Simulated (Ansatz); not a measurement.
Gas-phase electronic energies from Ansatz, PBE0-D4/def2-TZVP geometries. CBS: MP2 limit from def2 TZ/QZ plus the TZ coupled-cluster correction, frozen cores. This one scheme is used for every species. Functionals use def2-TZVPP. B3LYP here is the variant with VWN-RPA as its local correlation; programs differ in this. HSE06 is defined as in plane-wave codes. Triplets are unrestricted, without spin–orbit coupling. One conformer a species, not always the lowest.

Consider the formal loss of a carbene: `CB[SiH2]OC` → `B[SiH2]OC` + `[CH2]` (triplet).

| level | ΔE (eV) | difference from CCSD(T)/CBS |
| --- | --- | --- |
| LDA (SPW92) | 5.88 | 0.86 |
| PBE-D4 | 5.15 | 0.13 |
| revPBE-D4 | 4.99 | -0.03 |
| BLYP-D4 | 4.97 | -0.05 |
| r2SCAN-D4 | 4.85 | -0.17 |
| B97M-V | 5.09 | 0.07 |
| PBE0-D4 | 5.04 | 0.02 |
| B3LYP-D4 | 4.97 | -0.05 |
| r2SCANh-D4 | 4.82 | -0.20 |
| r2SCAN0-D4 | 4.79 | -0.23 |
| HSE06-D4 | 5.05 | 0.03 |
| BHLYP-D4 | 4.82 | -0.20 |
| CAM-B3LYP-D4 | 5.01 | -0.01 |
| ωB97X-V | 5.12 | 0.10 |
| ωB97M-V | 5.07 | 0.05 |
| B2PLYP | 4.92 | -0.10 |
| PBE-QIDH | 4.99 | -0.03 |
| PBE | 5.08 | 0.06 |
| revPBE | 4.80 | -0.22 |
| BLYP | 4.82 | -0.20 |
| r2SCAN | 4.83 | -0.19 |
| PBE0 | 4.98 | -0.04 |
| r2SCANh | 4.80 | -0.22 |
| r2SCAN0 | 4.77 | -0.25 |
| BHLYP | 4.73 | -0.29 |
| CAM-B3LYP | 4.94 | -0.08 |
| LC-ωPBE | 4.92 | -0.10 |
| RPA@PBE/def2-TZVPP | 4.78 | -0.24 |
| MP2/def2-SVP | 4.92 | -0.10 |
| CCSD/def2-SVP | 4.72 | -0.30 |
| CCSD(T)/def2-SVP | 4.82 | -0.20 |
| MP2/def2-TZVPP | 5.03 | 0.01 |
| SCS-MP2/def2-TZVPP | 5.00 | -0.02 |
| CCSD/def2-TZVPP | 4.76 | -0.26 |
| CCSD(T)/def2-TZVPP | 4.89 | -0.13 |
| HF/def2-QZVPP | 3.40 | -1.62 |
| MP2/def2-QZVPP | 5.10 | 0.08 |
| SCS-MP2/def2-QZVPP | 5.08 | 0.06 |
| HF/CBS(def2) | 3.39 | -1.63 |
| MP2/CBS(def2) | 5.16 | 0.14 |
| CCSD(T)/CBS | 5.02 | 0 |

(1) What do rigid-rotor, harmonic-oscillator terms from PBE0-D4/def2-TZVP frequencies (298.15 K, 1 bar) make of the CCSD(T)/CBS value? (An estimate is asked.)

Largest T1 diagnostic among the species: 0.011.

## Answers

(1) Ansatz gave: ΔZPE = -0.31 eV, ΔH = +4.76 eV, ΔS = 156 J/(mol·K), ΔG = +4.28 eV. Open shells count their whole term as degenerate.

In def2-TZVPP, CCSD(T) changes the Hartree–Fock value by +1.49 eV (the triples alone add +0.13 eV) and MP2 by +1.63 eV. At CCSD(T), def2-SVP lies −0.20 eV from the extrapolated value and def2-TZVPP −0.13 eV.

CCSD(T)/CBS has its own doubt, a few kJ/mol and more with outer-core shells, so smaller differences from it don't rank the levels.
